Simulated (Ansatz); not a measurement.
Steps of a relaxation of BH6NO2Si with RKS PBE0-D4/def2-TZVP.

```sh
$ ansatz run in.yaml --threads 4 --pin off --events-out ev --progress --plain --max-ram 10444MiB
```

```yaml
crystal:
  periodic: [false, false, false]
  atoms:
    - {symbol: B, position_ang: [-0.709115, 1.144930, 0.576357]}
    - {symbol: Si, position_ang: [0.080128, -0.034461, -0.764963]}
    - {symbol: N, position_ang: [0.247678, -0.078882, 1.143985]}
    - {symbol: O, position_ang: [1.625181, 0.096834, -1.392919]}
    - {symbol: O, position_ang: [-0.501066, -1.539395, -1.256749]}
    - {symbol: H, position_ang: [-0.222723, 2.249680, 0.734751]}
    - {symbol: H, position_ang: [-1.889823, 0.975165, 0.832025]}
    - {symbol: H, position_ang: [1.128776, 0.217541, 1.579676]}
    - {symbol: H, position_ang: [-0.211299, -0.796390, 1.717125]}
    - {symbol: H, position_ang: [1.978330, -0.747556, -1.729659]}
    - {symbol: H, position_ang: [-1.460767, -1.544466, -1.419029]}
basis:
  gaussian: {orbitals: def2-TZVP}
hamiltonian: {xc: pbe0, dispersion: d4}
relax: {f_tol: 0.005, max_steps: 150}
```

Positions (Å) and forces (eV/Å) along the path, 9 of 9 steps:

```xyz
11
step=1 energy=-14231.2365 eV
B    -0.709    1.145    0.576   -0.148    0.198    0.072
Si    0.080   -0.034   -0.765    0.652   -0.784    0.071
N     0.248   -0.079    1.144    0.134   -0.129    0.059
O     1.625    0.097   -1.393   -0.745   -0.716    0.136
O    -0.501   -1.539   -1.257   -0.324    0.939    0.149
H    -0.223    2.250    0.735   -0.179   -0.419   -0.040
H    -1.890    0.975    0.832    0.443    0.048   -0.081
H     1.129    0.218    1.580   -0.569   -0.194   -0.307
H    -0.211   -0.796    1.717    0.288    0.468   -0.413
H     1.978   -0.748   -1.730   -0.233    0.602    0.228
H    -1.461   -1.544   -1.419    0.680   -0.012    0.126
11
step=2 energy=-14231.3030 eV
B    -0.709    1.144    0.571   -0.053    0.055   -0.067
Si    0.085   -0.039   -0.756    0.402   -0.429    0.125
N     0.245   -0.077    1.133    0.050   -0.059   -0.199
O     1.614    0.090   -1.383   -0.543   -0.264    0.162
O    -0.494   -1.526   -1.249   -0.005    0.605    0.137
H    -0.228    2.234    0.737   -0.055   -0.124   -0.006
H    -1.874    0.971    0.829    0.131    0.013   -0.018
H     1.118    0.212    1.563   -0.143   -0.042   -0.086
H    -0.209   -0.790    1.695    0.062    0.117   -0.117
H     1.964   -0.745   -1.719   -0.019    0.181    0.044
H    -1.445   -1.533   -1.401    0.174   -0.053    0.025
11
step=3 energy=-14231.3285 eV
B    -0.711    1.144    0.561   -0.046    0.055   -0.160
Si    0.094   -0.045   -0.739    0.020    0.063    0.155
N     0.246   -0.079    1.116    0.062   -0.085   -0.038
O     1.600    0.082   -1.367   -0.015   -0.044   -0.014
O    -0.488   -1.506   -1.237   -0.076    0.054   -0.007
H    -0.234    2.226    0.737    0.009    0.022    0.028
H    -1.867    0.965    0.824   -0.024   -0.007    0.023
H     1.115    0.208    1.544    0.027    0.013    0.029
H    -0.207   -0.792    1.670   -0.015   -0.023    0.030
H     1.954   -0.742   -1.710    0.069    0.026   -0.030
H    -1.436   -1.518   -1.379   -0.010   -0.074   -0.015
11
step=4 energy=-14231.3281 eV rejected
B    -0.711    1.146    0.520   -0.110    0.160    0.327
Si    0.104   -0.053   -0.723    0.131   -0.195   -0.169
N     0.249   -0.083    1.120    0.053   -0.129   -0.080
O     1.602    0.076   -1.371   -0.091    0.067    0.069
O    -0.502   -1.495   -1.248    0.086    0.060    0.038
H    -0.239    2.218    0.756    0.030    0.091   -0.083
H    -1.854    0.962    0.826   -0.082   -0.008   -0.092
H     1.107    0.215    1.562    0.046    0.025    0.006
H    -0.214   -0.783    1.682   -0.028   -0.019    0.014
H     1.974   -0.730   -1.733    0.031   -0.055   -0.033
H    -1.451   -1.529   -1.371   -0.065    0.003    0.005
11
step=5 energy=-14231.3344 eV
B    -0.715    1.150    0.543   -0.007    0.017   -0.013
Si    0.101   -0.051   -0.725    0.014   -0.006   -0.003
N     0.253   -0.088    1.118   -0.013   -0.005   -0.023
O     1.601    0.079   -1.366   -0.012   -0.006    0.008
O    -0.497   -1.498   -1.241   -0.007    0.026    0.010
H    -0.240    2.230    0.740    0.018    0.003    0.008
H    -1.868    0.968    0.817   -0.004   -0.019    0.000
H     1.116    0.205    1.554    0.016    0.014    0.013
H    -0.207   -0.794    1.677   -0.013   -0.009    0.018
H     1.967   -0.733   -1.723    0.029    0.007   -0.017
H    -1.446   -1.524   -1.373   -0.019   -0.021   -0.001
11
step=6 energy=-14231.3349 eV
B    -0.713    1.151    0.537   -0.007    0.019    0.023
Si    0.104   -0.054   -0.723    0.005    0.004   -0.044
N     0.251   -0.090    1.119    0.015   -0.029    0.026
O     1.602    0.080   -1.369   -0.014   -0.025    0.013
O    -0.501   -1.496   -1.242   -0.007    0.006    0.005
H    -0.233    2.228    0.745   -0.011    0.000   -0.010
H    -1.866    0.963    0.813   -0.001    0.008   -0.011
H     1.112    0.207    1.559   -0.006   -0.005   -0.004
H    -0.214   -0.790    1.680    0.010    0.005   -0.004
H     1.975   -0.726   -1.734    0.005    0.016   -0.001
H    -1.451   -1.529   -1.365    0.011    0.001    0.007
11
step=7 energy=-14231.3350 eV
B    -0.713    1.152    0.537    0.009   -0.008    0.013
Si    0.104   -0.053   -0.724    0.010    0.003   -0.007
N     0.252   -0.092    1.119   -0.011    0.011   -0.004
O     1.602    0.080   -1.367   -0.010   -0.011    0.006
O    -0.502   -1.495   -1.241   -0.001   -0.004   -0.005
H    -0.235    2.229    0.743   -0.001    0.001    0.000
H    -1.867    0.964    0.809   -0.003    0.001    0.000
H     1.112    0.204    1.560    0.000    0.002   -0.002
H    -0.212   -0.793    1.680    0.001    0.001   -0.002
H     1.976   -0.724   -1.735    0.006    0.005   -0.002
H    -1.452   -1.529   -1.360    0.000    0.001    0.004
11
step=8 energy=-14231.3351 eV
B    -0.713    1.151    0.538    0.006   -0.006    0.001
Si    0.104   -0.053   -0.724    0.001    0.006   -0.002
N     0.252   -0.092    1.118   -0.006    0.006    0.000
O     1.602    0.079   -1.367   -0.007   -0.008    0.003
O    -0.502   -1.495   -1.241    0.003   -0.001   -0.004
H    -0.235    2.229    0.744    0.001    0.001    0.001
H    -1.867    0.965    0.809   -0.001   -0.001    0.000
H     1.112    0.204    1.559    0.001    0.000   -0.001
H    -0.212   -0.793    1.679    0.000   -0.001    0.001
H     1.978   -0.724   -1.735    0.004    0.004   -0.001
H    -1.453   -1.529   -1.359   -0.001    0.001    0.003
11
step=9 energy=-14231.3351 eV
B    -0.713    1.151    0.538   -0.001    0.002   -0.001
Si    0.104   -0.053   -0.725    0.001   -0.001    0.002
N     0.251   -0.091    1.118    0.000   -0.001    0.001
O     1.603    0.079   -1.366    0.000   -0.002   -0.001
O    -0.503   -1.495   -1.242    0.002    0.000   -0.003
H    -0.235    2.229    0.745   -0.001    0.000    0.000
H    -1.867    0.964    0.808    0.000    0.000    0.000
H     1.112    0.205    1.558    0.000    0.000    0.000
H    -0.213   -0.793    1.679    0.000    0.000    0.001
H     1.979   -0.723   -1.736   -0.001    0.001    0.001
H    -1.454   -1.529   -1.356   -0.001    0.001    0.002
```

Hardware: 4 threads of an Intel Xeon Platinum 8488C on a shared host. Wall time 22 s, peak host memory 0.49 GiB.
